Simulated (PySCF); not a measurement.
**Ionisation energy of Ir⁵³⁺ by level of theory**

Ir⁵³⁺ [Ar] 3d6 [3d3/2^4 3d5/2^2, M_J = 4] → Ir⁵⁴⁺ [Ar] 3d5 [3d3/2^4 3d5/2^1, M_J = 5/2], as a difference of total energies. All numbers are calculated (PySCF 2.14, the two-component X2C-1e Hamiltonian, in an uncontracted even-tempered set (15 s from 15 bohr⁻², ratio 2.8; 13 p from 19 bohr⁻², ratio 2.8; 8 d from 19 bohr⁻², ratio 2.8; 3 f from 66 bohr⁻², ratio 3)). Correlated levels: [Ne] frozen; the 78 highest virtual spinors dropped. "Screened" scales the spin-orbit matrix elements by Boettger's factors to mimic the two-electron term; Breit and QED terms are absent.

```
                    method  ionisation energy (eV)
           GHF (spin-free)                  5108.1
          GMP2 (spin-free)                  5109.1
 GHF (screened spin-orbit)                  5094.2
GMP2 (screened spin-orbit)                  5094.0
```

Breit and QED terms and the two-electron picture change are absent.

The spin-free rows relax to the high-spin LS determinant and lack the spin-orbit shift.

The labels give the starting determinants; with spin-orbit coupling the two ends relaxed to ⟨J²⟩ = 20.00, ⟨L²⟩ = 13.07, ⟨S²⟩ = 2.85 and ⟨J²⟩ = 8.75, ⟨L²⟩ = 6.54, ⟨S²⟩ = 2.75.

For comparison: 5092 ± 5 eV (theoretical estimate listed by NIST; NIST Atomic Spectra Database, ionization energies).
